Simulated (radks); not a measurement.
Problem. Mo+, configuration [Kr] 4d5 (the NIST ground configuration). Method: scalar-relativistic Kohn-Sham, PBE, spin-polarised, spherical densities, finite nucleus; open shells are filled with parallel spins first (spin-orbit coupling, left out, can overturn this in heavy ions); Fermi nuclear charge, rms radius 4.4091 fm; hard spherical wall at 15 bohr; computed with a radial shooting solver on a logarithmic mesh with Libxc functionals. Some entries of the table are withheld. Estimate them.

orbital,occ.,eigenvalue (eV),<1/r> (bohr^-1),<r^2> (bohr^2)
1s down,1,-19828.16,43.55,0.001669
1s up,1,-19828.15,43.55,0.001669
2s up,1,-2805.833,9.804,0.02785
2s down,1,-2805.342,9.805,0.02785
2p up,3,-2508.987,9.532,0.02193
2p down,3,-2508.625,9.533,0.02192
3s up,1,-482.7223,3.366,0.2107
3s down,1,-482.4718,3.365,0.2107
3p up,3,-385.4626,3.201,0.2158
3p down,3,-385.1796,3.201,0.2157
3d up,5,-227.2697,2.968,0.2076
3d down,5,-226.8207,2.968,0.2073
4s up,1,-71.8205,1.223,1.404
4s down,1,-69.0734,1.236,1.382
4p up,3,-46.1496,1.079,(1)
4p down,3,-43.0733,1.092,(2)
4d up,5,(3),0.7198,4.237
5s up,0,-10.4118,0.4014,(4)
4d down,0,(5),0.7100,4.567
5p up,0,-6.2747,0.3105,18.94

Solution. 
(1) 4p up <r^2> (bohr^2): 1.776
(2) 4p down <r^2> (bohr^2): 1.748
(3) 4d up eigenvalue (eV): -11.4245
(4) 5s up <r^2> (bohr^2): 11.59
(5) 4d down eigenvalue (eV): -8.0778
